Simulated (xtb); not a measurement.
CH₂, triplet, geometry from GFN2-xTB; xtb 6.7.1 with GFN1-xTB.

The xtb input:
```
$ xtb mol.xyz --gfn 1 --uhf 2 --ohess --json

# file mol.xyz
3

C     -0.00086561     0.10089553     0.01170220
H     -0.97847113    -0.31231328    -0.02467531
H      0.98366479    -0.29305989    -0.04553788
```

It wrote (shortened):

```
   ID    Z sym.   atoms
    1    6 C      1
    2    1 H      2, 3

           -------------------------------------------------
          |                Calculation Setup                |
           -------------------------------------------------

           -------------------------------------------------
          |                 G F N 1 - x T B                 |
           -------------------------------------------------

          ...................................................
          :                      SETUP                      :
          :.................................................:
          :  # basis functions                   8          :
          :  # atomic orbitals                   8          :
          :  # shells                            6          :
          :  # electrons                         6          :
          :  # halogen bonds                     0          :
          :  max. iterations                   250          :
          :  Hamiltonian                  GFN1-xTB          :
          :  restarted?                      false          :
          :  GBSA solvation                  false          :
          :  PC potential                    false          :
          :  electronic temp.          300.0000000     K    :
          :  accuracy                    1.0000000          :
          :  -> integral cutoff          0.2500000E+02      :
          :  -> integral neglect         0.1000000E-07      :
          :  -> SCF convergence          0.1000000E-05 Eh   :
          :  -> wf. convergence          0.2000000E-04 e    :
          :  Broyden damping             0.4000000          :
          :  net charge                          0          :
          :  unpaired electrons                  2          :
          ...................................................

 iter      E             dE          RMSdq      gap      omega  full diag
   1     -3.0137551 -0.301376E+01  0.722E+00    6.35       0.0  T
   2     -3.0151549 -0.139981E-02  0.425E+00    6.65       1.0  T
   3     -3.0154637 -0.308857E-03  0.386E-01    7.04       1.0  T
   4     -3.0155349 -0.711927E-04  0.106E-01    6.88       1.0  T
   5     -3.0155414 -0.649104E-05  0.730E-04    6.91      79.1  T
   6     -3.0155414 -0.293379E-09  0.257E-05    6.91    2247.1  T
   7     -3.0155414 -0.643929E-13  0.361E-06    6.91   15985.4  T

   *** convergence criteria satisfied after 7 iterations ***

[...]
         :: total energy              -2.974568568240 Eh    ::
 * total energy  :    -2.9745686 Eh     change       -0.5329071E-14 Eh
 * total energy  :    -2.9746883 Eh     change       -0.1197501E-03 Eh
 * total energy  :    -2.9747623 Eh     change       -0.7401910E-04 Eh
 * total energy  :    -2.9747684 Eh     change       -0.6038078E-05 Eh
 * total energy  :    -2.9747685 Eh     change       -0.7904638E-07 Eh
   *** GEOMETRY OPTIMIZATION CONVERGED AFTER 5 ITERATIONS ***
         :: total energy              -2.974768454518 Eh    ::
[...]
          :  rotational number                       2      :
          :  scaling factor                  1.0000000      :
          :  rotor cutoff                   50.0000000 cm⁻¹ :
          :  imag. cutoff                  -20.0000000 cm⁻¹ :
          :.................................................:

    mode    ω/cm⁻¹     T·S(HO)/kcal·mol⁻¹    T·S(FR)/kcal·mol⁻¹   T·S(vib)
   ------------------------------------------------------------------------
   ------------------------------------------------------------------------

   temp. (K)  partition function   enthalpy   heat capacity  entropy
                                   cal/mol     cal/K/mol   cal/K/mol   J/K/mol
 298.15  VIB   1.01                   26.081      0.413      0.106
         ROT   46.1                  888.752      2.981     10.595
         INT   46.6                  914.833      3.394     10.701
         TR   0.508E+26             1481.254      4.968     33.848
         TOT                        2396.0870     8.3619    44.5491   186.3933

       T/K    H(0)-H(T)+PV         H(T)/Eh          T*S/Eh         G(T)/Eh
   ------------------------------------------------------------------------
    298.15    0.381841E-02    0.207190E-01    0.211667E-01   -0.447666E-03
   ------------------------------------------------------------------------

         :::::::::::::::::::::::::::::::::::::::::::::::::::::
         ::                  THERMODYNAMIC                  ::
         :::::::::::::::::::::::::::::::::::::::::::::::::::::
         :: total free energy          -2.975216120867 Eh   ::
         ::.................................................::
         :: total energy               -2.974768454518 Eh   ::
         :: zero point energy           0.016900620386 Eh   ::
         :: G(RRHO) w/o ZPVE           -0.017348286734 Eh   ::
         :: G(RRHO) contrib.           -0.000447666349 Eh   ::
         :::::::::::::::::::::::::::::::::::::::::::::::::::::

optimized geometry written to: xtbopt.xyz

           -------------------------------------------------
          | TOTAL ENERGY               -2.974768454518 Eh   |
          | TOTAL ENTHALPY             -2.954049426489 Eh   |
          | TOTAL FREE ENERGY          -2.975216120867 Eh   |
          | GRADIENT NORM               0.000114158425 Eh/α |
          | HOMO-LUMO GAP               6.903609245274 eV   |
           -------------------------------------------------

normal termination of xtb
```
